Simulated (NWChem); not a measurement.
All runs are NWChem calculations. System: HClPb, charge 1, spin multiplicity 2, at the geometry of a parent with another charge or spin, in a state set for the comparison that need not be this species' ground state. Its SCF solution wasn't tested for a lower state. Level: UHF/def2-TZVPD with def2 effective core potentials on Pb.

Job file:

```
start mol
memory heap 200 mb stack 900 mb global 1100 mb
charge 1
geometry units angstroms nocenter noautoz
  Pb    -0.297567     0.304411     0.000000
  H      1.005143     1.670999     0.000000
  Cl     1.376195    -1.566630     0.000000
  symmetry group Cs
end
basis spherical
  * library def2-tzvpd
end
ecp
  Pb library def2-ecp
end
scf
  uhf
  nopen 1
  maxiter 100
  thresh 1e-7
  semidirect memsize 60000000 filesize 0
  # guess.movecs holds the orbitals of an unrestricted PBE0 run
  vectors input guess.movecs output mol.movecs
end
task scf energy
```

Output (cleaned and shortened):

```
             Northwest Computational Chemistry Package (NWChem) 7.3.0
             --------------------------------------------------------

                                NWChem Input Module
                                -------------------

 Scaling coordinates for geometry "geometry" by  1.889725989
 (inverse scale =  0.529177249)

 Turning off AUTOSYM since
 SYMMETRY directive was detected!

                             Geometry "geometry" -> ""
                             -------------------------

 Output coordinates in angstroms (scale by  1.889725989 to convert to a.u.)

  No.       Tag          Charge          X              Y              Z
 ---- ---------------- ---------- -------------- -------------- --------------
    1 Pb                  82.0000    -0.29756700     0.30441100     0.00000000
    2 H                    1.0000     1.00514300     1.67099900     0.00000000
    3 Cl                  17.0000     1.37619500    -1.56663000     0.00000000

 Effective nuclear repulsion energy (a.u.)     319.5865852053

            Nuclear Dipole moment (a.u.)
            ----------------------------
        X                 Y               Z
 ---------------- ---------------- ----------------
    -0.0000680301    -0.0000170075     0.0000000000

      Symmetry information
      --------------------

 Group name             Cs
 Group number              2
 Group order               2
 No. of unique centers     3

      Symmetry unique atoms

     1    2    3


 Summary of "ao basis" -> "" (spherical)
 ------------------------------------------------------------------------------
       Tag                 Description            Shells   Functions and Types
 ---------------- ------------------------------  ------  ---------------------
 *                         def2-tzvpd                 on all atoms

 Summary of "ao basis" -> "ao basis" (spherical)
 ------------------------------------------------------------------------------
       Tag                 Description            Shells   Functions and Types
 ---------------- ------------------------------  ------  ---------------------
 Pb                        def2-tzvpd               18       56   7s5p4d2f
 H                         def2-tzvpd                5        9   3s2p
 Cl                        def2-tzvpd               16       46   6s6p3d1f

                                 NWChem SCF Module
                                 -----------------

  ao basis        = "ao basis"
  functions       =   111
  atoms           =     3
  alpha electrons =    20
  beta  electrons =    19
  charge          =   1.00
  wavefunction    = UHF
  use symmetry    = T
  symmetry adapt  = T

 Summary of "ao basis" -> "ao basis" (spherical)
 ------------------------------------------------------------------------------
       Tag                 Description            Shells   Functions and Types
 ---------------- ------------------------------  ------  ---------------------
 Pb                        def2-tzvpd               18       56   7s5p4d2f
 H                         def2-tzvpd                5        9   3s2p
 Cl                        def2-tzvpd               16       46   6s6p3d1f

      Symmetry analysis of basis
      --------------------------

        a'         75
        a"         36

 Forming initial guess at       0.1s

   Symmetry analysis of molecular orbitals - initial alpha
   -------------------------------------------------------

  Numbering of irreducible representations:

     1 a'          2 a"

  Orbital symmetries:

     1 a'          2 a'          3 a'          4 a'          5 a"
     6 a'          7 a"          8 a'          9 a'         10 a'
    11 a'         12 a"         13 a"         14 a'         15 a'
    16 a'         17 a'         18 a'         19 a"         20 a'
    21 a"         22 a'         23 a'         24 a'         25 a"
    26 a'         27 a'         28 a"         29 a'         30 a"

   Symmetry analysis of molecular orbitals - initial beta
   ------------------------------------------------------

  Numbering of irreducible representations:

     1 a'          2 a"

  Orbital symmetries:

     1 a'          2 a'          3 a'          4 a"          5 a'
     6 a'          7 a"          8 a'          9 a'         10 a'
    11 a"         12 a'         13 a"         14 a'         15 a'
    16 a'         17 a'         18 a"         19 a'         20 a'
    21 a"         22 a'         23 a'         24 a'         25 a"
    26 a'         27 a"         28 a'         29 a'         30 a"

 Starting SCF solution at       0.1s

 ----------------------------------------------
         Quadratically convergent UHF

 Convergence threshold     :          1.000E-07
 Maximum no. of iterations :          100
 Integral*density screening:          1.000E-09
 ----------------------------------------------

              iter       energy          gnorm     gmax       time
             ----- ------------------- --------- --------- --------
                 1     -651.6200911625  6.82D-01  2.59D-01      1.4
                 2     -651.6419781074  1.59D-01  6.69D-02      1.6
                 3     -651.6458004401  8.43D-02  3.58D-02      2.1
                 4     -651.6463414020  4.15D-03  1.93D-03      2.4
                 5     -651.6463754169  2.08D-04  9.20D-05      3.3
                 6     -651.6463754733  3.61D-07  1.81D-07      4.4
                 7     -651.6463754733  7.49D-09  2.15D-09      5.0

       Final UHF  results
       ------------------

         Total SCF energy =   -651.646375473342
      One electron energy =  -1137.728895200429
[...]
   19   -0.6136
   20   -0.2880
   21   -0.2227
   22   -0.1410
   23   -0.1030
   24   -0.0637
   25   -0.0455
   26   -0.0359
   27   -0.0298
   28   -0.0254
   29   -0.0160
   30   -0.0128

                    UHF Final Alpha Molecular Orbital Analysis
                    ------------------------------------------

 Vector   18  Occ=1.000000D+00  E=-6.296439D-01  Symmetry=a'
              MO Center=  1.1D+00, -1.3D+00,  2.0D-15, r^2= 2.1D+00
   Bfn.  Coefficient  Atom+Function         Bfn.  Coefficient  Atom+Function
  ----- ------------  ---------------      ----- ------------  ---------------
    82      0.493427  3 Cl py                85      0.302232  3 Cl py
    79      0.221816  3 Cl py                73     -0.178476  3 Cl py
    17      0.160193  1 Pb px

 Vector   19  Occ=1.000000D+00  E=-6.245605D-01  Symmetry=a"
              MO Center=  1.3D+00, -1.5D+00, -9.9D-15, r^2= 1.4D+00
   Bfn.  Coefficient  Atom+Function         Bfn.  Coefficient  Atom+Function
  ----- ------------  ---------------      ----- ------------  ---------------
    83      0.533364  3 Cl pz                86      0.347097  3 Cl pz
    80      0.243992  3 Cl pz                74     -0.193685  3 Cl pz

 Vector   20  Occ=1.000000D+00  E=-6.208771D-01  Symmetry=a'
              MO Center=  7.3D-01, -8.4D-01,  7.2D-17, r^2= 3.5D+00
   Bfn.  Coefficient  Atom+Function         Bfn.  Coefficient  Atom+Function
  ----- ------------  ---------------      ----- ------------  ---------------
    81      0.464423  3 Cl px                 5      0.334211  1 Pb s
    84      0.288082  3 Cl px                 6      0.242404  1 Pb s
     3     -0.238552  1 Pb s                 78      0.209289  3 Cl px
    11      0.198562  1 Pb px                17     -0.198198  1 Pb px
    72     -0.167226  3 Cl px                14     -0.163433  1 Pb px

 Vector   21  Occ=0.000000D+00  E=-2.311817D-01  Symmetry=a"
              MO Center= -3.1D-01,  3.5D-01,  8.8D-14, r^2= 3.9D+00
   Bfn.  Coefficient  Atom+Function         Bfn.  Coefficient  Atom+Function
  ----- ------------  ---------------      ----- ------------  ---------------
    19      0.571313  1 Pb pz                13     -0.391618  1 Pb pz
    22      0.331235  1 Pb pz                16      0.272699  1 Pb pz

 Vector   22  Occ=0.000000D+00  E=-1.498201D-01  Symmetry=a'
              MO Center= -5.2D-01,  6.2D-01,  2.0D-14, r^2= 5.8D+00
   Bfn.  Coefficient  Atom+Function         Bfn.  Coefficient  Atom+Function
  ----- ------------  ---------------      ----- ------------  ---------------
    21      0.535020  1 Pb py                18      0.414297  1 Pb py
    20     -0.296697  1 Pb px                 6     -0.290674  1 Pb s
    12     -0.267474  1 Pb py                71      0.224067  3 Cl s
    84     -0.203114  3 Cl px                85      0.202620  3 Cl py
    15      0.195582  1 Pb py                17     -0.186229  1 Pb px

 Vector   23  Occ=0.000000D+00  E=-1.338660D-01  Symmetry=a'
              MO Center= -7.0D-01,  1.8D-01, -1.2D-13, r^2= 6.3D+00
   Bfn.  Coefficient  Atom+Function         Bfn.  Coefficient  Atom+Function
  ----- ------------  ---------------      ----- ------------  ---------------
     7      0.623670  1 Pb s                  6     -0.565913  1 Pb s
    17     -0.376831  1 Pb px                59      0.372900  2 H  s
    18     -0.327804  1 Pb py                 5     -0.320428  1 Pb s
    20     -0.320702  1 Pb px                 3      0.237641  1 Pb s
    58      0.226338  2 H  s                 11      0.218588  1 Pb px

                     UHF Final Beta Molecular Orbital Analysis
                     -----------------------------------------

 Vector   17  Occ=1.000000D+00  E=-6.260718D-01  Symmetry=a'
              MO Center=  9.1D-01, -9.1D-01, -2.4D-15, r^2= 3.1D+00
   Bfn.  Coefficient  Atom+Function         Bfn.  Coefficient  Atom+Function
  ----- ------------  ---------------      ----- ------------  ---------------
    82      0.458744  3 Cl py                85      0.277838  3 Cl py
     5     -0.232346  1 Pb s                 79      0.205023  3 Cl py
    18     -0.202261  1 Pb py                12      0.193858  1 Pb py
     3      0.174954  1 Pb s                  6     -0.175595  1 Pb s
    73     -0.165616  3 Cl py                15     -0.153744  1 Pb py

 Vector   18  Occ=1.000000D+00  E=-6.229509D-01  Symmetry=a"
              MO Center=  1.3D+00, -1.5D+00,  4.3D-13, r^2= 1.4D+00
   Bfn.  Coefficient  Atom+Function         Bfn.  Coefficient  Atom+Function
  ----- ------------  ---------------      ----- ------------  ---------------
    83      0.531966  3 Cl pz                86      0.349253  3 Cl pz
    80      0.243565  3 Cl pz                74     -0.193457  3 Cl pz

 Vector   19  Occ=1.000000D+00  E=-6.136087D-01  Symmetry=a'
              MO Center=  1.2D+00, -1.3D+00, -2.1D-15, r^2= 2.0D+00
   Bfn.  Coefficient  Atom+Function         Bfn.  Coefficient  Atom+Function
  ----- ------------  ---------------      ----- ------------  ---------------
    81      0.455254  3 Cl px                84      0.294593  3 Cl px
    78      0.205134  3 Cl px                82      0.201931  3 Cl py
    18      0.173945  1 Pb py                72     -0.165841  3 Cl px

 Vector   20  Occ=0.000000D+00  E=-2.879574D-01  Symmetry=a'
              MO Center= -5.7D-04,  5.5D-01,  2.9D-14, r^2= 3.8D+00
   Bfn.  Coefficient  Atom+Function         Bfn.  Coefficient  Atom+Function
  ----- ------------  ---------------      ----- ------------  ---------------
    17      0.337387  1 Pb px                11     -0.270015  1 Pb px
     5     -0.255805  1 Pb s                  6     -0.250647  1 Pb s
     3      0.208287  1 Pb s                 18      0.204112  1 Pb py
    58      0.189347  2 H  s                 14      0.187061  1 Pb px
    59      0.187131  2 H  s                 12     -0.158284  1 Pb py

 Vector   21  Occ=0.000000D+00  E=-2.226656D-01  Symmetry=a"
              MO Center= -2.6D-01,  3.9D-01, -8.3D-13, r^2= 4.0D+00
   Bfn.  Coefficient  Atom+Function         Bfn.  Coefficient  Atom+Function
  ----- ------------  ---------------      ----- ------------  ---------------
    19      0.561364  1 Pb pz                13     -0.385580  1 Pb pz
    22      0.361229  1 Pb pz                16      0.266067  1 Pb pz

 Vector   22  Occ=0.000000D+00  E=-1.409511D-01  Symmetry=a'
              MO Center= -5.0D-01,  7.7D-01, -9.2D-14, r^2= 6.3D+00
   Bfn.  Coefficient  Atom+Function         Bfn.  Coefficient  Atom+Function
  ----- ------------  ---------------      ----- ------------  ---------------
    21      0.525390  1 Pb py                 6     -0.404987  1 Pb s
    20     -0.402148  1 Pb px                18      0.312376  1 Pb py
    17     -0.247444  1 Pb px                 5     -0.235641  1 Pb s
    71      0.223654  3 Cl s                 85      0.223055  3 Cl py
     7      0.208854  1 Pb s                 12     -0.204249  1 Pb py

 center of mass
 --------------
 x =  -0.09876490 y =   0.07909855 z =   0.00000000

 moments of inertia (a.u.)
 ------------------
         383.832737694556         328.556109510108           0.000000000000
         328.556109510108         303.523750921067           0.000000000000
           0.000000000000           0.000000000000         687.356488615623

  Mulliken analysis of the total density
  --------------------------------------

    Atom       Charge   Shell Charges
 -----------   ------   -------------------------------------------------------
    1 Pb  22    20.87   0.07 -0.59  1.78  0.76  1.17  0.69 -0.00 -0.62  6.55  0.38  0.58 -0.00  9.13  0.87  0.08 -0.01  0.03  0.00
    2 H    1     0.77   0.18  0.50  0.09  0.01 -0.01
    3 Cl  17    17.36   2.01  0.45  1.52  1.10  0.90 -0.00  4.18  1.69  1.05  2.83  1.58  0.03  0.00  0.02  0.01  0.00

  Mulliken analysis of the alpha density
  --------------------------------------

    Atom       Charge   Shell Charges
 -----------   ------   -------------------------------------------------------
    1 Pb  22    10.57   0.03 -0.30  0.89  0.38  0.61  0.35 -0.00 -0.31  3.28  0.23  0.35 -0.00  4.56  0.44  0.05 -0.00  0.02  0.00
    2 H    1     0.71   0.16  0.45  0.10  0.00 -0.00
    3 Cl  17     8.71   1.01  0.22  0.76  0.55  0.45 -0.00  2.09  0.85  0.53  1.44  0.79  0.01  0.00  0.01  0.00  0.00

   Mulliken analysis of the beta density
   -------------------------------------

    Atom       Charge   Shell Charges
 -----------   ------   -------------------------------------------------------
    1 Pb  22    10.30   0.03 -0.29  0.89  0.38  0.56  0.34 -0.00 -0.31  3.27  0.15  0.23  0.00  4.57  0.43  0.04 -0.00  0.01  0.00
    2 H    1     0.05   0.02  0.05 -0.01  0.00 -0.01
    3 Cl  17     8.65   1.01  0.22  0.76  0.55  0.45  0.00  2.09  0.85  0.51  1.39  0.79  0.01  0.00  0.01  0.01  0.00

   Mulliken analysis of the spin density
   -------------------------------------

    Atom       Charge   Shell Charges
 -----------   ------   -------------------------------------------------------
    1 Pb  22     0.27   0.00 -0.00  0.01 -0.00  0.04  0.01  0.00 -0.00  0.00  0.08  0.12 -0.00 -0.01  0.01  0.01 -0.00  0.01  0.00
    2 H    1     0.66   0.14  0.40  0.11  0.00  0.00
    3 Cl  17     0.07   0.00  0.00 -0.00  0.00 -0.00 -0.00  0.00 -0.00  0.02  0.06 -0.00 -0.00 -0.00 -0.00 -0.00 -0.00

       Multipole analysis of the density wrt the origin
       ------------------------------------------------

     L   x y z        total         alpha         beta         nuclear
     -   - - -        -----         -----         ----         -------
     0   0 0 0      1.000000    -20.000000    -19.000000     40.000000

     1   1 0 0     -1.001738    -17.663195    -17.077680     33.739138
     1   0 1 0      1.554532     17.230655     18.839097    -34.515220
     1   0 0 1     -0.000000     -0.000000     -0.000000      0.000000

     2   2 0 0    -26.403132    -79.058394    -72.884942    125.540204
     2   1 1 0      1.446205     65.074077     68.376620   -132.004493
     2   1 0 1     -0.000000      0.000000     -0.000000      0.000000
     2   0 2 0    -26.241803   -100.003298    -92.487594    166.249090
     2   0 1 1      0.000000     -0.000000      0.000000      0.000000
     2   0 0 2    -25.540694    -13.235098    -12.305596      0.000000

 Task  times  cpu:        5.0s     wall:        5.0s

 Total times  cpu:        5.1s     wall:        5.1s
```
